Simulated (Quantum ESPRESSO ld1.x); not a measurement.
Values are calculated unless marked as measured or tabulated.
Question: These are the eigenvalues of the occupied orbitals of an atom or ion with whole-number occupations (hartree). Level of theory: scalar-relativistic Kohn-Sham, BLYP, spin-unpolarised, spherical densities, point nucleus (ld1.x of Quantum ESPRESSO 7.5).

orbital  eigenvalue
1s         -1021.94
2s         -154.559
2p         -138.923
3s         -30.7800
3p         -25.6608
3d         -17.7111
4s         -6.16112
4p         -4.62305
4d         -2.38704

Which element is it, and in what charge state? The configuration may be excited.

Answer: Z = 49, indium, charge +4: In4+ in [Kr] 4d9. The list shows which subshells hold electrons but not how many an open one holds; the 1s level, -1021.9 hartree, gives Z - s = 45.2 by -(Z - s)^2/2, which with screening and relativity narrows Z to a few neighbours, and the depths of the outer levels then fix element, charge and occupations together.
